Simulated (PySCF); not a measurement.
Species: C₆H₁₀O.
Numbering: `[CH3:1][C:2](=[O:3])[CH:4]=[C:5]([CH3:6])[CH3:7]` (hydrogens: H8, H9, H10 on C1; H11 on C4; H12, H13, H14 on C6; H15, H16, H17 on C7)

Computed by this run: PBE0-D3(BJ)/def2-TZVP geometry optimisation, gas phase (PySCF); density fitting, grid level 2; the optimiser is geomeTRIC in internal coordinates, started from a GFN2-xTB structure with every atom displaced at random (about 0.01 Å).

Step 0: E = -8425.3041 eV
```
atom  x, y, z in Å  |  force x, y, z in eV/Å
C1      2.8397   -0.1805    0.1789   -1.229   1.473   0.073
C2      1.4085   -0.6866   -0.0300    1.212  -0.166   0.044
O3      1.1768   -1.8705   -0.1791    0.067   0.024   0.003
C4      0.4269    0.3708   -0.0303   -2.809  -0.593  -0.115
C5     -0.9399    0.1896   -0.0616    1.609   0.544   0.156
C6     -1.6140   -1.1272   -0.1198    0.019  -0.166  -0.192
C7     -1.8516    1.3704   -0.0155    0.076   0.168  -0.020
H8      3.0864    0.5412   -0.6326   -0.068  -0.414   0.464
H9      2.8765    0.3886    1.1379    0.085  -0.355  -0.587
H10     3.5257   -0.9805    0.1895    0.824  -0.951   0.014
H11     0.7748    1.3740    0.0319    0.363   0.710   0.031
H12    -2.5042   -1.1343    0.5018   -0.300   0.132   0.064
H13    -1.9347   -1.3218   -1.1572    0.076  -0.052   0.240
H14    -0.9577   -1.9251    0.2015    0.106  -0.167  -0.152
H15    -2.4484    1.3462    0.9055    0.028  -0.001  -0.085
H16    -1.3202    2.3274   -0.0616   -0.039  -0.181   0.028
H17    -2.5612    1.3299   -0.8490   -0.019  -0.005   0.033
```

Problem. Estimate the geometry and energy of step 1. (The exact step hangs on the optimiser's Hessian estimate; all steps are aligned on step 0, rigid shifts and turns removed.)

Solution. E = -8425.4104 eV, largest force 0.261 eV/Å
```
atom  x, y, z in Å  |  force x, y, z in eV/Å
C1      2.8426   -0.1566    0.1489    0.185  -0.176  -0.053
C2      1.4317   -0.6842    0.0767   -0.067   0.032  -0.058
O3      1.2169   -1.8776    0.0213    0.010  -0.046   0.020
C4      0.3872    0.3554    0.0428   -0.156   0.109   0.085
C5     -0.9462    0.1850   -0.0317    0.175   0.014   0.003
C6     -1.6328   -1.1319   -0.1667    0.031   0.000   0.012
C7     -1.8542    1.3707    0.0021    0.002  -0.019  -0.033
H8      3.0362    0.4262   -0.7566    0.060   0.040   0.001
H9      2.9936    0.5154    0.9989   -0.083  -0.041  -0.012
H10     3.5494   -0.9909    0.1980   -0.141   0.163   0.016
H11     0.7550    1.3781    0.1099   -0.014  -0.067   0.005
H12    -2.5586   -1.1391    0.4137   -0.022   0.005   0.000
H13    -1.9146   -1.2794   -1.2166   -0.015  -0.001   0.031
H14    -0.9942   -1.9592    0.1258    0.021  -0.023  -0.010
H15    -2.4948    1.3211    0.8895    0.007   0.011  -0.016
H16    -1.3082    2.3140    0.0172    0.004   0.000   0.005
H17    -2.5255    1.3649   -0.8631    0.004  -0.002   0.004
```

The energy changes by -0.1062 eV. The first-order estimate −F·Δx gives -0.2575 eV and the mean of the old and new forces, exact on a quadratic surface, -0.1174 eV. The step makes an angle of 82° with the force vector and moves no atom by more than 0.222 Å.

What follows is the cost of the whole optimisation. Time: 15 min wall, 26 min CPU; peak memory 1.6 GiB. Hardware: 2 threads of an Intel Xeon at 2.50 GHz, on a shared host.
